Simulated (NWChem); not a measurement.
System: GeH4; SMILES [GeH4]

Here is an NWChem input.

```
start job
memory heap 200 mb stack 900 mb global 1100 mb
geometry units angstroms noautosym nocenter noautoz
  Ge     0.000007     0.000004     0.000000
  H      1.062702    -0.000009    -1.110812
  H      0.431655     0.958041     1.122112
  H     -0.147661    -1.420895     0.567890
  H     -1.346689     0.462868    -0.579194
end
basis spherical
  Ge library pcsseg-1
  H library pcsseg-1
end
dft
  xc pbe0
  iterations 150
end
property
  shielding 2 1 2
end
task dft property
```

Structure relaxed at the PBE0/def2-SVP level.

GIAO values for the isolated, static molecule; σ is the absolute isotropic shielding, δ = σ(reference) − σ with the isolated reference molecule computed at the same levels (1H: tetramethylsilane).

Atoms are numbered as in the input.

Q: What results follow from this input? (PBE0/pcSseg-1, GIAO.) Quantities: σ Ge1 (ppm); δ H2 (ppm).

A: 
| Item | Result |
|---|---|
| σ Ge1 (ppm) | 1657.7 |
| δ H2 (ppm) | 3.61 |
